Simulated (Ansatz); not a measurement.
Ansatz (a program for electronic structure) input (RPA@PBE/cc-pV(Q+d)Z):
A basis named .json is the Basis Set Exchange file of that set.

Ansatz 0.2 input:
```yaml
crystal:
  periodic: [false, false, false]
  atoms:
    - {symbol: N, position_ang: [1.41882119, -1.71024573, 0.06416364]}
    - {symbol: Si, position_ang: [1.51905128, 0.02161553, 0.03527541]}
    - {symbol: Si, position_ang: [-0.70833510, 0.76272577, -0.06296020]}
    - {symbol: N, position_ang: [-1.42948727, 0.08132458, 1.35250592]}
    - {symbol: N, position_ang: [-1.61835401, 0.18696417, -1.40991946]}
    - {symbol: H, position_ang: [0.71303627, -2.13531359, 0.64638624]}
    - {symbol: H, position_ang: [2.24968526, -2.28098598, 0.03235910]}
    - {symbol: H, position_ang: [2.24769515, 0.62155849, 1.19767637]}
    - {symbol: H, position_ang: [2.29649992, 0.41655239, -1.16824523]}
    - {symbol: H, position_ang: [-0.78525246, 2.24623340, -0.19834099]}
    - {symbol: H, position_ang: [-0.94192929, 0.10596383, 2.23494908]}
    - {symbol: H, position_ang: [-2.42818653, 0.15057211, 1.48540411]}
    - {symbol: H, position_ang: [-1.72405505, 0.77536920, -2.22117910]}
    - {symbol: H, position_ang: [-1.57437894, -0.78702915, -1.66867322]}
basis:
  gaussian:
    orbitals: cc-pV_Q+d_Z.json
hamiltonian:
  xc: pbe
magnetization: {spin_polarized: false}
correlation: {method: rpa, electrons: outside_noble_gas}
```

Output:

```
Functional definition: PBE
integrals: 4.92 GiB planned
3311 factors; integrals over basis functions are off by at most 1.0e-3 eV
0.71 GiB of the device are held for the grids
5.99 GiB of device memory are held for the factors and their scratch space
mean field: 7.45 GiB planned
mean field evaluation 1: about -20337.1868 eV, gradient 1.2e2 eV
mean field evaluation 2: about -20337.1878 eV, gradient 1.2e2 eV
mean field evaluation 4: about -20360.1296 eV, gradient 3.3e1 eV
mean field evaluation 8: about -20363.6426 eV, gradient 4.1e-1 eV
mean field evaluation 16: about -20363.6419 eV, gradient 7.7e-4 eV
mean field evaluation 32: about -20317.2772 eV, gradient 8.3e1 eV
mean field -20363.64188641 eV, -748.3500363533 hartree, gradient 3.6e-6 eV, S^2 0.000000; 0 other end points of the search recorded, 0 dependent functions left out
13 core orbitals not correlated
reference -20316.09984726 eV, -746.6028986397 hartree; 16, 16 occupied and 534, 534 virtual orbitals, 3311 factors
Total energy: -20360.36905847 eV, -748.2297621450 hartree
```
